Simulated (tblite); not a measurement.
Species: C6H13NSi2.
Geometry (GFN2-xTB, Å), atoms numbered from 1 in this order:
```xyz
22
C6H13NSi2 angstrom
C     -1.912   -0.601    1.737
Si    -0.983   -0.527    0.071
Si    -1.625    1.237   -1.304
C     -1.363   -2.161   -0.773
N     -1.617   -3.136   -1.321
C      0.896   -0.619    0.411
C      1.779   -0.517   -0.848
C      2.106    0.936   -0.481
C      1.505    0.706    0.911
H     -1.722    0.292    2.326
H     -2.985   -0.670    1.581
H     -1.611   -1.458    2.333
H     -3.048    1.175   -1.643
H     -1.395    2.523   -0.635
H     -0.870    1.265   -2.560
H      1.137   -1.478    1.043
H      2.650   -1.168   -0.806
H      1.282   -0.671   -1.805
H      3.158    1.211   -0.508
H      1.538    1.655   -1.070
H      2.262    0.559    1.680
H      0.806    1.466    1.259
```

Computed values, GFN2-xTB/tblite, gas phase, harmonic and unscaled. This tight-binding method is rough: wavenumbers can miss measured ones by several per cent, in bad cases by 10 to 20. Modes of hydrogen on silicon can be 10 to 20 % off. One conformer, not necessarily the lowest.

Harmonic wavenumbers (cm⁻¹): 34.5, 69.2, 74.6, 85.3, 97.7, 109.0, 110.9, 129.9, 143.5, 267.7, 286.0, 316.1, 340.2, 410.1, 441.1, 442.8, 611.0, 647.7, 713.4, 739.8, 777.7, 805.3, 806.6, 815.8, 819.5, 822.1, 846.4, 999.7, 1001.3, 1041.0, 1046.8, 1059.4, 1101.6, 1175.7, 1186.4, 1218.2, 1250.3, 1251.1, 1266.4, 1267.4, 1370.5, 1477.6, 1480.2, 1484.8, 1489.2, 1502.3, 2215.9, 2239.8, 2251.6, 2335.4, 2939.2, 2976.1, 2982.3, 2998.5, 3005.1, 3008.4, 3013.7, 3029.3, 3031.8, 3039.3.

A = 1281, B = 883.0, C = 775.5 MHz; mass 155.059 u (most abundant isotopes); point group C1, symmetry number 1.

What is the zero-point energy?

Half the sum of the wavenumbers: 37250 cm⁻¹ = 106.50 kcal/mol.

Entropy at 273.15 K, 1 bar (ideal gas, RRHO, classical rotation)?

Translation 40.62, rotation 30.02, vibration 41.65: S = 112.3 cal/(mol K).

And Cp and H(273.15 K) − H(0)?

Cp = 45.22 cal/(mol K), of which vibrations give 37.27 (their classical limit is 60 R = 119.2); H(273.15 K) − H(0) = 7.84 kcal/mol without the zero-point energy, 5.67 from vibrations.

Blend soft modes into free rotors: weight 1/[1 + (100 cm⁻¹/ν̃)⁴] for the oscillator and the rest for a rotor with moment μB/(μ + B), μ = h/(8π²ν), B = 10⁻⁴⁴ kg m². What vibrational entropy results?

37.66 cal/(mol K) in place of 41.65, which changes −T·S at 273.15 K by +1.09 kcal/mol.

Which modes carry the vibrational entropy at 273.15 K?

34.5 cm⁻¹: 5.38; 69.2 cm⁻¹: 4.00; 74.6 cm⁻¹: 3.86; 85.3 cm⁻¹: 3.59; 97.7 cm⁻¹: 3.33; 109.0 cm⁻¹: 3.12 cal/(mol K); the other 54 give 18.37 together.

What must be added to the electronic energy to get the Gibbs energy at 273.15 K and 1 bar?

ZPE + [H(273.15 K) − H(0)] − T·S = 106.50 + 7.84 − 30.67 = 83.67 kcal/mol.

How do the functions run with temperature in this model?

```csv
T (K),S (cal/(mol K)),Cp (cal/(mol K)),H − H(0) (kcal/mol),G − H(0) (kcal/mol),ln q(vib)
50,63.2,18.1,0.60,-2.56,1.01
100,78.3,25.7,1.71,-6.12,3.27
298.15,116.4,48.1,9.01,-25.69,11.46
373.15,128.1,56.5,12.93,-34.86,14.22
500,146.4,68.5,20.89,-52.29,18.66
750,177.6,85.5,40.30,-92.90,26.75
1000,203.9,96.8,63.18,-140.68,34.05
```

q(vib) and H(0) count from the zero-point level.

Hindered rotation and anharmonicity are outside this model. Other conformers, if any are populated, would add a mixing term that is left out. The structure is chiral; the term R ln 2 for an equal mix with its mirror image is left out.
